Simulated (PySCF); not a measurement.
B(F)3(NH3), H₃BF₃N, singlet, PBE0/def2-SVP optimised geometry.

```
8

B      0.03    -0.81     0.00
F     -0.54    -1.28    -1.15
F     -0.54    -1.28     1.15
F      1.39    -0.81     0.00
N     -0.38     0.82     0.00
H      0.02     1.28     0.81
H     -1.39     0.93     0.03
H     -0.02     1.27    -0.84
```

Density from PySCF with PBE0/def2-TZVP at that geometry.

Minimum of the electron density along straight lines between bonded atoms, close to the bond critical point (lines longer than 1.1 times the sum of covalent radii, or with two minima, are not listed):

```json
[
 {"bond": "B1–F2", "length / Å": "1.366", "ρ at the minimum / e bohr⁻³": "0.185", "∇²ρ there / e bohr⁻⁵": "0.98", "position (fraction from the first atom)": "0.33"},
 {"bond": "B1–F3", "length / Å": "1.366", "ρ at the minimum / e bohr⁻³": "0.185", "∇²ρ there / e bohr⁻⁵": "0.98", "position (fraction from the first atom)": "0.33"},
 {"bond": "B1–F4", "length / Å": "1.366", "ρ at the minimum / e bohr⁻³": "0.185", "∇²ρ there / e bohr⁻⁵": "0.98", "position (fraction from the first atom)": "0.33"},
 {"bond": "B1–N5", "length / Å": "1.676", "ρ at the minimum / e bohr⁻³": "___", "∇²ρ there / e bohr⁻⁵": "___", "position (fraction from the first atom)": "0.32"},
 {"bond": "N5–H6", "length / Å": "1.021", "ρ at the minimum / e bohr⁻³": "0.333", "∇²ρ there / e bohr⁻⁵": "-1.72", "position (fraction from the first atom)": "0.75"},
 {"bond": "N5–H7", "length / Å": "1.021", "ρ at the minimum / e bohr⁻³": "0.333", "∇²ρ there / e bohr⁻⁵": "-1.72", "position (fraction from the first atom)": "0.75"},
 {"bond": "N5–H8", "length / Å": "1.021", "ρ at the minimum / e bohr⁻³": "0.333", "∇²ρ there / e bohr⁻⁵": "-1.72", "position (fraction from the first atom)": "0.75"}
]
```

Task: What belongs in the gaps?

Result: 
- B1–N5, ρ at the minimum / e bohr⁻³: 0.113
- B1–N5, ∇²ρ there / e bohr⁻⁵: 0.15
